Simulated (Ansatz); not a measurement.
Consider the formal exchange of groups at a P–B bond: `CB(N)P` + `O[SiH2]S` → `O[SiH](P)S` + `CBN`.

Gas-phase electronic energies from Ansatz, PBE0-D4/def2-TZVP geometries. CCSD(T)/CBS adds triple-zeta CCSD(T) − MP2 to the extrapolated MP2 energy (def2 sets, frozen cores). Functionals use def2-TZVPP. HSE06 is defined as in plane-wave codes. Each species was taken in one conformer, which may not be the lowest.

`CB(N)P`:

Cartesian coordinates in Å:
```
C -0.095 -0.966 -1.069
B -0.160 0.094 0.091
N -0.773 1.330 -0.104
P 0.497 -0.376 1.851
H -0.462 -1.944 -0.744
H -0.663 -0.671 -1.956
H 0.944 -1.123 -1.379
H -0.829 2.049 0.596
H -1.206 1.583 -0.977
H 0.986 0.895 2.250
H 1.761 -0.870 1.440
```

`O[SiH2]S`:

Z-matrix (Å, degrees):
```
Si
S 1 2.133
O 1 1.642 2 113.5
H 1 1.478 2 111.7 3 117.8
H 1 1.484 2 102.9 3 -122.0
H 2 1.344 1 94.6 3 -65.2
H 3 0.959 1 117.2 2 -51.2
```

`O[SiH](P)S`:

Z-matrix (Å, degrees):
```
Si
P 1 2.249
S 1 2.137 2 103.4
O 1 1.644 2 110.7 3 121.8
H 1 1.480 2 115.4 3 -120.5
H 2 1.421 1 92.6 3 167.7
H 2 1.420 1 93.1 3 73.6
H 3 1.344 1 94.4 2 -169.2
H 4 0.959 1 117.1 2 -64.5
```

`CBN`:

```xyz
9

C    -1.038    0.172   -0.527
B     0.419    0.410    0.002
N     1.107   -0.558    0.728
H    -1.069    0.280   -1.617
H    -1.715    0.939   -0.137
H    -1.454   -0.807   -0.273
H     0.993    1.446   -0.206
H     2.041   -0.425    1.076
H     0.716   -1.457    0.954
```

```
             level  ΔE (kcal/mol)  difference from CCSD(T)/CBS
         revPBE-D4           -3.3                         -0.6
           BLYP-D4           -3.3                         -0.6
            B97M-V           -3.0                         -0.3
          HSE06-D4           -3.4                         -0.7
          BHLYP-D4           -3.0                         -0.3
           ωB97M-V           -3.0                         -0.3
            B2PLYP           -2.6                          0.1
            revPBE           -3.5                         -0.8
              PBE0           -3.1                         -0.4
           r2SCANh           -3.0                         -0.3
  CCSD(T)/def2-SVP           -0.1                          2.6
    MP2/def2-TZVPP           -2.4                          0.3
   CCSD/def2-TZVPP           -2.1                          0.6
CCSD(T)/def2-TZVPP           -2.2                          0.5
SCS-MP2/def2-QZVPP           -2.3                          0.4
      HF/CBS(def2)           -1.7                          1.0
       CCSD(T)/CBS           -2.7                            0
```

Largest T1 diagnostic among the species: 0.013.

At CCSD(T), def2-SVP lies +2.6 kcal/mol from the extrapolated value and def2-TZVPP +0.5 kcal/mol. Leaving LDA and LC-ωPBE aside and taking each functional with its dispersion term where it has one, the values, not all of them listed here, spread over 1.0 kcal/mol, from PBE-D4 to ωB97X-V.
